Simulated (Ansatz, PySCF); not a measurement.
Reaction (SMILES): C[SiH](C)[SiH2]Cl -> C[SiH](C)[SiH]Cl + H atom (the H-Si bond at the site shown breaks; other sites are not compared here)
Structures are relaxed separately at B3LYP-D3(BJ)/def2-TZVP in Ansatz (a program for electronic structure), one conformer each, not searched for the lowest.

Wanted: bond dissociation energy (enthalpy at 298 K, with B3LYP-D3(BJ) rigid-rotor harmonic-oscillator terms from PySCF), in kcal/mol. Valence correlation only, unless marked. Open shells are spin-unrestricted. No spin-orbit coupling. Non-relativistic. CBS(X,Y): correlation extrapolated as X^-3; Hartree-Fock from the larger set.

| level | program | bond dissociation energy (kcal/mol) |
|---|---|---|
| revPBE-D4/def2-TZVPD | Ansatz + dftd4 | 80.9 |
| PBE0/def2-QZVPP | Ansatz | 83.3 |
| r2SCANh/def2-TZVPD | Ansatz | ___ |
| HSE06/def2-TZVPD | Ansatz | 83.2 |
| B2GP-PLYP-D3(BJ)/def2-TZVPD | Ansatz + dftd3 | 85.9 |
| B2GP-PLYP/def2-TZVPD | Ansatz | 86.1 |
| SCS-MP2/STO-3G | Ansatz | 105.0 |
| SCS-MP2/6-31G* | Ansatz | 78.6 |
| CCSD(T)/CBS(cc-pV(T+d)Z,cc-pV(Q+d)Z) | Ansatz | 88.9 |

Q: Some entries are withheld; supply them.

A: 
- r2SCANh/def2-TZVPD, bond dissociation energy (kcal/mol): 83.7
